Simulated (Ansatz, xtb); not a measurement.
**Relaxing a trial structure of CH4FGeSi**

The starting geometry of this gas-phase doublet was built from a drawn formula by distance geometry and a force field; its bonds are those of `F[C]1[SiH2][GeH2]1`.

```yaml
atoms:
  - { symbol: C, position_ang: [-3.5193, 1.3627, 0.8437] }
  - { symbol: F, position_ang: [-3.0206, 0.5057, 1.8260] }
  - { symbol: Ge, position_ang: [-2.1343, 2.6111, 0.3353] }
  - { symbol: Si, position_ang: [-2.9821, 0.7153, -0.8006] }
  - { symbol: H, position_ang: [-3.8382, 1.1708, -1.9570] }
  - { symbol: H, position_ang: [-2.0510, -0.4147, -0.7454] }
  - { symbol: H, position_ang: [-2.6658, 4.0061, -0.0640] }
  - { symbol: H, position_ang: [-0.8278, 2.3248, 1.1520] }
```

Problem. Where would you expect an optimisation with r2SCAN-D4/def2-SVP to take it?

Solution. It keeps its bonds, and is `F[C]1[SiH2][GeH2]1`.

The energy falls by 0.61 eV over 11 steps:

```json
{"step": "1", "E − E(last) (eV)": "0.613"}
{"step": "2", "E − E(last) (eV)": "0.311"}
{"step": "3", "E − E(last) (eV)": "0.221"}
{"step": "4", "E − E(last) (eV)": "0.157"}
{"step": "5", "E − E(last) (eV)": "0.112"}
{"step": "7", "E − E(last) (eV)": "0.014"}
{"step": "8", "E − E(last) (eV)": "0.005"}
{"step": "9", "E − E(last) (eV)": "0.000"}
{"step": "10", "E − E(last) (eV)": "0.000"}
{"step": "11", "E − E(last) (eV)": "0.000"}
```

Final geometry (Å):

```yaml
atoms:
  - { symbol: C, position_ang: [-3.1696, 1.1471, 0.9317] }
  - { symbol: F, position_ang: [-3.8179, 0.6998, 2.0021] }
  - { symbol: Ge, position_ang: [-2.0245, 2.6051, 0.3661] }
  - { symbol: Si, position_ang: [-2.8517, 0.7344, -0.8419] }
  - { symbol: H, position_ang: [-3.9587, 0.8651, -1.8402] }
  - { symbol: H, position_ang: [-1.9812, -0.4340, -1.1828] }
  - { symbol: H, position_ang: [-2.6439, 4.0056, 0.2363] }
  - { symbol: H, position_ang: [-0.5915, 2.6587, 0.9189] }
```

From the same start GFN2-xTB ends elsewhere, differing in Ge3–Si4 (3.39 against 2.38 Å here).

The end wasn't checked by frequencies. Open shells are spin-unrestricted. Run with Ansatz 0.2.0, 90 s on 2 threads of Intel(R) Xeon(R) Platinum 8259CL CPU @ 2.50GHz (Skylake/Cascade Lake), with other jobs on the host.
